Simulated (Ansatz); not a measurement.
`C[SiH2]N(C)C` → `CN(C)[SiH3]` + `[CH2]` (triplet)  (formal loss of a carbene)

Calculated with Ansatz (gas phase, PBE0-D4/def2-TZVP geometries, no zero-point term in ΔE). CCSD(T)/CBS is the MP2 limit (def2-TZVPP, def2-QZVPP) plus CCSD(T) − MP2 in def2-TZVPP, frozen cores. This one scheme is used for every species. Functionals use def2-TZVPP. HSE06 is defined as in plane-wave codes. Triplets are unrestricted, without spin–orbit coupling. One conformer a species, not always the lowest.

CCSD(T)/CBS gives +4.98 eV.

**Question.** Another level gave +4.90 eV. Which?
A. BHLYP-D4/def2-TZVPP
B. HSE06/def2-TZVPP
C. revPBE/def2-TZVPP
D. PBE-D4/def2-TZVPP

**Answer.** B. HSE06 4.90, revPBE 4.70, PBE-D4 5.05, BHLYP-D4 4.78 eV.

Largest T1 diagnostic among the species: 0.011.

The D4 term adds +0.12 eV with B3LYP and +0.07 eV with PBE0; it sums over pairs of atoms, weighted by their polarisabilities, and B3LYP, whose exchange is more repulsive, gets the larger term. From BLYP to BHLYP (50 % exact exchange), in def2-TZVPP and without D4, ΔE moves by −0.05 eV.

B3LYP here is the variant with VWN-RPA as its local correlation; programs differ in this.
